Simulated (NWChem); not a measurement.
All runs are NWChem calculations. System: C$_{2}$H$_{5}$O, charge 0, spin multiplicity 2, displaced from the optimised geometry. The structure started from a generated list of species. Its SCF solution wasn't tested for a lower state. Level: UPBE0/def2-TZVP.

Job file:

```
start mol
memory heap 200 mb stack 900 mb global 1100 mb
geometry units angstroms nocenter noautoz noautosym
  C      1.239529    -0.182374    -0.021576
  O      0.006238     0.066953     0.554539
  C     -1.114824     0.066464    -0.354069
  H      1.385112     0.065299    -1.112388
  H      2.093048    -0.116716     0.702746
  H     -0.983435     0.841288    -1.177064
  H     -1.255469    -0.951140    -0.839792
  H     -2.037388     0.321103     0.244054
end
basis spherical
  * library def2-tzvp
end
dft
  xc pbe0
  odft
  mult 2
  semidirect memsize 60000000 filesize 0
  iterations 100
  tolerances tight
end
task dft gradient
```

NWChem printed:

```
             Northwest Computational Chemistry Package (NWChem) 7.3.0
             --------------------------------------------------------

                                NWChem Input Module
                                -------------------

 Scaling coordinates for geometry "geometry" by  1.889725989
 (inverse scale =  0.529177249)

                             Geometry "geometry" -> ""
                             -------------------------

 Output coordinates in angstroms (scale by  1.889725989 to convert to a.u.)

  No.       Tag          Charge          X              Y              Z
 ---- ---------------- ---------- -------------- -------------- --------------
    1 C                    6.0000     1.23952900    -0.18237400    -0.02157600
    2 O                    8.0000     0.00623800     0.06695300     0.55453900
    3 C                    6.0000    -1.11482400     0.06646400    -0.35406900
    4 H                    1.0000     1.38511200     0.06529900    -1.11238800
    5 H                    1.0000     2.09304800    -0.11671600     0.70274600
    6 H                    1.0000    -0.98343500     0.84128800    -1.17706400
    7 H                    1.0000    -1.25546900    -0.95114000    -0.83979200
    8 H                    1.0000    -2.03738800     0.32110300     0.24405400

 Effective nuclear repulsion energy (a.u.)      75.4568815288

            Nuclear Dipole moment (a.u.)
            ----------------------------
        X                 Y               Z
 ---------------- ---------------- ----------------
     0.0000037795    -0.0000037795    -0.0000037795


 Summary of "ao basis" -> "" (spherical)
 ------------------------------------------------------------------------------
       Tag                 Description            Shells   Functions and Types
 ---------------- ------------------------------  ------  ---------------------
 *                         def2-tzvp                  on all atoms

                                 NWChem DFT Module
                                 -----------------

 Summary of "ao basis" -> "ao basis" (spherical)
 ------------------------------------------------------------------------------
       Tag                 Description            Shells   Functions and Types
 ---------------- ------------------------------  ------  ---------------------
 C                         def2-tzvp                11       31   5s3p2d1f
 O                         def2-tzvp                11       31   5s3p2d1f
 H                         def2-tzvp                 4        6   3s1p

 Summary of "ao basis" -> "ao basis" (spherical)
 ------------------------------------------------------------------------------
       Tag                 Description            Shells   Functions and Types
 ---------------- ------------------------------  ------  ---------------------
 C                         def2-tzvp                11       31   5s3p2d1f
 O                         def2-tzvp                11       31   5s3p2d1f
 H                         def2-tzvp                 4        6   3s1p

            General Information
            -------------------
          SCF calculation type: DFT
          Wavefunction type:  spin polarized.
          No. of atoms     :     8
          No. of electrons :    25
           Alpha electrons :    13
            Beta electrons :    12
          Charge           :     0
          Spin multiplicity:     2
          Use of symmetry is: off; symmetry adaption is: off
          Maximum number of iterations: 100
          AO basis - number of functions:   123
                     number of shells:    53
          Convergence on energy requested:  1.00D-06
          Convergence on density requested:  1.00D-05
          Convergence on gradient requested:  5.00D-04

              XC Information
              --------------
                         PBE0 Method XC Functional
                     Hartree-Fock (Exact) Exchange  0.250
          PerdewBurkeErnzerhof Exchange Functional  0.750
            Perdew 1991 LDA Correlation Functional  1.000 local
           PerdewBurkeErnz. Correlation Functional  1.000 non-local

             Grid Information
             ----------------
          Grid used for XC integration:  medium
          Radial quadrature: Mura-Knowles
          Angular quadrature: Lebedev.
          Tag              B.-S. Rad. Rad. Pts. Rad. Cut. Ang. Pts.
          ---              ---------- --------- --------- ---------
          C                   0.70       49          10.0       434
          O                   0.60       49           8.0       434
          H                   0.35       45          11.0       434
          Grid pruning is: on
          Number of quadrature shells:   372
          Spatial weights used:  Erf1

          Convergence Information
          -----------------------
          Convergence aids based upon iterative change in
          total energy or number of iterations.
          Levelshifting, if invoked, occurs when the
          HOMO/LUMO gap drops below (HL_TOL):  1.00D-02
          DIIS, if invoked, will attempt to extrapolate
          using up to (NFOCK): 10 stored Fock matrices.

                    Damping( 0%)  Levelshifting(0.5)       DIIS
                  --------------- ------------------- ---------------
          dE  on:    start            ASAP                start
          dE off:    2 iters        100 iters           100 iters

      Screening Tolerance Information
      -------------------------------
          Density screening/tol_rho:  1.00D-10
          AO Gaussian exp screening on grid/accAOfunc:  14
[...]
   Bfn.  Coefficient  Atom+Function         Bfn.  Coefficient  Atom+Function
  ----- ------------  ---------------      ----- ------------  ---------------
    13      0.511649  1 C  py                 7      0.337287  1 C  py
   114     -0.304530  7 H  s                 10      0.298898  1 C  py
   108      0.273486  6 H  s                 44     -0.234193  2 O  py
    38     -0.208435  2 O  py                75     -0.195745  3 C  py
     5     -0.179293  1 C  s                 41     -0.172173  2 O  py

 Vector   14  Occ=0.000000D+00  E= 5.462133D-02
              MO Center= -9.2D-01,  1.3D-01, -7.8D-01, r^2= 5.9D+00
   Bfn.  Coefficient  Atom+Function         Bfn.  Coefficient  Atom+Function
  ----- ------------  ---------------      ----- ------------  ---------------
    67      3.551726  3 C  s                108     -1.734688  6 H  s
   114     -1.579433  7 H  s                120     -1.313179  8 H  s
    96     -0.753962  4 H  s                 76     -0.470667  3 C  pz
    12      0.441275  1 C  px               102     -0.417137  5 H  s
     5      0.284699  1 C  s                 14     -0.262706  1 C  pz

 Vector   15  Occ=0.000000D+00  E= 8.421139D-02
              MO Center= -9.0D-01,  2.1D-02, -3.8D-01, r^2= 4.5D+00
   Bfn.  Coefficient  Atom+Function         Bfn.  Coefficient  Atom+Function
  ----- ------------  ---------------      ----- ------------  ---------------
    36      1.787110  2 O  s                 67     -1.500040  3 C  s
    74     -0.981302  3 C  px                76     -0.552374  3 C  pz
    96     -0.492201  4 H  s                114      0.492334  7 H  s
    14     -0.452241  1 C  pz               108      0.415091  6 H  s
    45     -0.402063  2 O  pz                66     -0.360209  3 C  s

   alpha - beta orbital overlaps
   -----------------------------

   alpha      1      2      3      4      5      6      7      8      9     10
    beta      1      2      3      4      5      6      7      8      9     10
 overlap   1.000  1.000  1.000  1.000  0.991  0.988  0.972  0.970  0.982  0.998

   alpha     11     12     13     14     15     16     17     18     19     20
    beta     11     12     13     14     15     16     17     18     19     20
 overlap   0.771  0.767  0.971  0.998  0.972  0.970  0.982  0.975  0.992  0.997

   alpha     21     22     23     24     25     26     27     28     29     30
    beta     21     22     24     23     25     26     27     28     29     30
 overlap   0.920  0.952  0.881  0.926  0.987  0.983  0.990  0.991  0.993  0.998

   alpha     31     32     33     34     35     36     37     38     39     40
    beta     31     32     33     34     35     36     37     38     39     40
 overlap   0.969  0.969  0.989  0.990  0.997  0.992  0.991  0.986  0.943  0.948

   alpha     41     42     43     44     45     46     47     48     49     50
    beta     41     42     43     44     45     46     47     48     49     50
 overlap   0.995  0.989  0.959  0.866  0.732  0.856  0.990  0.906  0.883  0.710

   alpha     51     52     53     54     55     56     57     58     59     60
    beta     51     53     52     54     55     56     57     58     59     60
 overlap   0.695  0.802  0.887  0.999  0.991  0.997  0.991  0.993  0.997  0.918

   alpha     61     62     63     64     65     66     67     68     69     70
    beta     61     62     63     64     65     66     67     68     69     70
 overlap   0.911  0.991  0.988  0.999  0.994  0.994  0.999  0.993  0.990  0.985

   alpha     71     72     73     74     75     76     77     78     79     80
    beta     71     72     73     74     75     76     77     78     79     80
 overlap   0.998  0.997  0.998  0.998  0.999  0.999  0.995  0.997  0.994  0.867

   alpha     81     82     83     84     85     86     87     88     89     90
    beta     81     82     83     84     85     87     86     88     89     90
 overlap   0.866  0.783  0.790  0.974  0.901  0.834  0.815  0.909  0.815  0.824

   alpha     91     92     93     94     95     96     97     98     99    100
    beta     91     92     93     94     95     96     97     98     99    100
 overlap   0.986  0.987  0.984  0.994  0.995  0.792  0.782  0.970  0.994  0.993

   alpha    101    102    103    104    105    106    107    108    109    110
    beta    101    102    103    104    105    106    107    108    109    110
 overlap   0.999  0.992  0.992  1.000  0.997  0.997  0.999  1.000  1.000  1.000

   alpha    111    112    113    114    115    116    117    118    119    120
    beta    111    112    113    114    115    116    117    118    119    120
 overlap   1.000  0.995  0.995  0.997  0.997  1.000  1.000  1.000  1.000  1.000

   alpha    121    122    123
    beta    121    122    123
 overlap   0.997  0.997  1.000

     --------------------------
     Expectation value of S2:
     --------------------------
      <S2> =      0.7545 (Exact =     0.7500)

 center of mass
 --------------
 x =   0.03322812 y =  -0.00666897 z =   0.09074487

 moments of inertia (a.u.)
 ------------------
          44.663150437812          14.416754176258         -21.750305164648
          14.416754176258         202.371954360180          -0.344385438723
         -21.750305164648          -0.344385438723         173.923314524124

     Multipole analysis of the density
     ---------------------------------

     L   x y z        total         alpha         beta         nuclear
     -   - - -        -----         -----         ----         -------
     0   0 0 0     -0.000000    -13.000000    -12.000000     25.000000

     1   1 0 0     -0.244562     -1.132833      0.888267      0.000004
     1   0 1 0      0.122757      0.356236     -0.233475     -0.000004
     1   0 0 1     -0.448009     -0.214232     -0.233773     -0.000004

     2   2 0 0    -12.489502    -62.101206    -56.340279    105.951983
     2   1 1 0      0.199088      4.743914      3.450296     -7.995121
     2   1 0 1      0.455603     -6.523862     -6.877415     13.856880
     2   0 2 0    -15.564067    -12.666939    -10.022667      7.125540
     2   0 1 1     -0.213384     -0.054776      0.156882     -0.315491
     2   0 0 2    -14.612420    -20.427178    -19.527807     25.342565

            General Information
            -------------------
          SCF calculation type: DFT
          Wavefunction type:  spin polarized.
          No. of atoms     :     8
          No. of electrons :    25
           Alpha electrons :    13
            Beta electrons :    12
          Charge           :     0
          Spin multiplicity:     2
          Use of symmetry is: off; symmetry adaption is: off
          Maximum number of iterations: 100
          AO basis - number of functions:   123
                     number of shells:    53
          Convergence on energy requested:  1.00D-06
          Convergence on density requested:  1.00D-05
          Convergence on gradient requested:  5.00D-04

              XC Information
              --------------
                         PBE0 Method XC Functional
                     Hartree-Fock (Exact) Exchange  0.250
          PerdewBurkeErnzerhof Exchange Functional  0.750
            Perdew 1991 LDA Correlation Functional  1.000 local
           PerdewBurkeErnz. Correlation Functional  1.000 non-local

             Grid Information
             ----------------
          Grid used for XC integration:  medium
          Radial quadrature: Mura-Knowles
          Angular quadrature: Lebedev.
          Tag              B.-S. Rad. Rad. Pts. Rad. Cut. Ang. Pts.
          ---              ---------- --------- --------- ---------
          C                   0.70       49          10.0       434
          O                   0.60       49           8.0       434
          H                   0.35       45          11.0       434
          Grid pruning is: on
          Number of quadrature shells:   372
          Spatial weights used:  Erf1

          Convergence Information
          -----------------------
          Convergence aids based upon iterative change in
          total energy or number of iterations.
          Levelshifting, if invoked, occurs when the
          HOMO/LUMO gap drops below (HL_TOL):  1.00D-02
          DIIS, if invoked, will attempt to extrapolate
          using up to (NFOCK): 10 stored Fock matrices.

                    Damping( 0%)  Levelshifting(0.5)       DIIS
                  --------------- ------------------- ---------------
          dE  on:    start            ASAP                start
          dE off:    2 iters        100 iters           100 iters

      Screening Tolerance Information
      -------------------------------
          Density screening/tol_rho:  1.00D-10
          AO Gaussian exp screening on grid/accAOfunc:  14
          CD Gaussian exp screening on grid/accCDfunc:  20
          XC Gaussian exp screening on grid/accXCfunc:  20
          Schwarz screening/accCoul:  1.00D-08

                            NWChem DFT Gradient Module
                            --------------------------

  charge          =   0.00
  wavefunction    = open shell

                         DFT ENERGY GRADIENTS

    atom               coordinates                        gradient
                 x          y          z           x          y          z
   1 C       2.342370  -0.344637  -0.040773    0.004933  -0.010405  -0.000741
   2 O       0.011788   0.126523   1.047927   -0.006967   0.003945   0.023161
   3 C      -2.106712   0.125599  -0.669093    0.001898   0.000541   0.005670
   4 H       2.617482   0.123397  -2.102109    0.004399   0.004878  -0.024480
   5 H       3.955287  -0.220561   1.327997    0.020239   0.000863   0.015539
   6 H      -1.858423   1.589804  -2.224328    0.001069   0.015868  -0.018461
   7 H      -2.372492  -1.797394  -1.586977   -0.004450  -0.020998  -0.011595
   8 H      -3.850105   0.606797   0.461195   -0.021122   0.005307   0.010908

                 ----------------------------------------
                 |  Time  |  1-e(secs)   |  2-e(secs)   |
                 ----------------------------------------
                 |  CPU   |       0.01   |       6.62   |
                 ----------------------------------------
                 |  WALL  |       0.01   |       6.62   |
                 ----------------------------------------

 Task  times  cpu:       19.4s     wall:       19.4s

 Total times  cpu:       19.4s     wall:       19.4s
```
